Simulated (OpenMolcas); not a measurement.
Os5+ (d3) among equal point charges was computed by CASSCF with the d shell active (OpenMolcas, ANO-RCC-VDZP on the metal). Its lowest spin-free states, and all those of the highest spin:

```json
{"2S+1": "4", "Degeneracy": "1", "E (cm-1)": "0.0"}
{"2S+1": "4", "Degeneracy": "2", "E (cm-1)": "3498"}
{"2S+1": "4", "Degeneracy": "1", "E (cm-1)": "5060"}
{"2S+1": "4", "Degeneracy": "2", "E (cm-1)": "12872"}
{"2S+1": "2", "Degeneracy": "1", "E (cm-1)": "13918"}
{"2S+1": "4", "Degeneracy": "1", "E (cm-1)": "14076"}
{"2S+1": "2", "Degeneracy": "2", "E (cm-1)": "14457"}
{"2S+1": "2", "Degeneracy": "1", "E (cm-1)": "15598"}
{"2S+1": "2", "Degeneracy": "1", "E (cm-1)": "15803"}
{"2S+1": "2", "Degeneracy": "2", "E (cm-1)": "16294"}
{"2S+1": "2", "Degeneracy": "1", "E (cm-1)": "17451"}
{"2S+1": "2", "Degeneracy": "1", "E (cm-1)": "17695"}
{"2S+1": "4", "Degeneracy": "1", "E (cm-1)": "26508"}
{"2S+1": "4", "Degeneracy": "2", "E (cm-1)": "35512"}
```

Task: Is the site octahedral, tetrahedral or cube-like, axial, or of lower symmetry?

Result: The states with 2S+1 = 4 have orbital degeneracies 1, 2, 1, 2, 1, 1, 2. There are pairs but no triples, so the site is axial: not cubic, but with a proper or improper axis of order three or more. The run had Os5+ among 4 point charges of -1.3 e arranged as a square (D4h), 1.83 Å from the ion.

Spin-orbit coupling mixes the spin-free states strongly: the lowest level takes only 42 % from its leading state, 4E, which lies 3498 cm-1 above the lowest spin-free state. Without dynamic correlation the repulsion within the d shell is too large (B by tens of per cent), so at a given field states of lower spin stand too high. Point charges carry no covalency, so the field is a model and not that of real ligands. No measured value stands beside these numbers.
